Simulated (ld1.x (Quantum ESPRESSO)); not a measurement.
argon (Ar): one change to a TM potential, before and after

argon, norm-conserving Troullier–Martins (Kleinman–Bylander form), made with ld1.x (Quantum ESPRESSO) 7.5 (PW91, scalar-relativistic). Core [Ne], reference 3s2 3p6. Waves: 3p (bound): rc 1.30 bohr; 3d channel at 0.05 Ry: rc 1.35 bohr; 3s (bound): rc 1.00 bohr. Local part: the s channel. Core correction: none.

All-electron outer shells of the reference configuration (PW91, scalar-relativistic, ld1.x):

```tsv
shell	level (eV)	outermost node (bohr)	outermost maximum (bohr)
2s	-297.10	0.12	0.34
2p	-230.13	–	0.28
3s	-24.34	0.52	1.17
3p	-10.33	0.49	1.30
```

Change: all radii scaled by about 1.11 (s 1.12, p 1.44, d 1.50 bohr).

Cutoffs: the cutoffs (Ry, on a coarse ladder) from which the occupation-weighted sum of valence levels, in a spherical-Bessel basis at the reference potential, stays within 10 and 1 mRy of its value at 400 Ry; they do not see the model core or the augmentation charge, which bear on the density cutoff. Errors are all-electron minus pseudo energies relative to the spin-unpolarised reference configuration.

How do hardness, ghosts and transferability respond?

The potential gets softer (80 Ry and 160 Ry → 70 Ry and 90 Ry); of the 6 tests that both files solve, the error grows in 0 and shrinks in 3 by more than 15 % and 0.3 meV (median size 15.9 → 12.6 meV); neither file shows a bound ghost. A larger radius leaves more room for a smooth pseudo-wave, so fewer plane waves are needed. That the errors move this way runs against the usual rule that smaller radii transfer better.

| quantity | base | changed |
| --- | --- | --- |
| cutoff, loose | 80 Ry | 70 Ry |
| cutoff, tight | 160 Ry | 90 Ry |
| loose cutoff by channel (10 mRy a level) | p 15 Ry, s 70 Ry | p 15 Ry, s 40 Ry |
| bound ghosts | none | none |
| error for 3s2 3p5, meV [ΔE 16.12 eV] | +2.9 | +2.3 |
| error for 3s2 3p4, meV [ΔE 44.85 eV] | +25 | +21 |
| error for 3s2 3p3, meV [ΔE 87.51 eV] | +89 | +78 |
| error for 3s2 3p5.5, meV [ΔE 6.58 eV] | +0.2 | 0.0 |
| error for 3s1 3p6, meV [ΔE 30.72 eV] | +6.9 | +3.9 |
| error for 3s2 3p2, meV [ΔE 145.24 eV] | +232 | +206 |
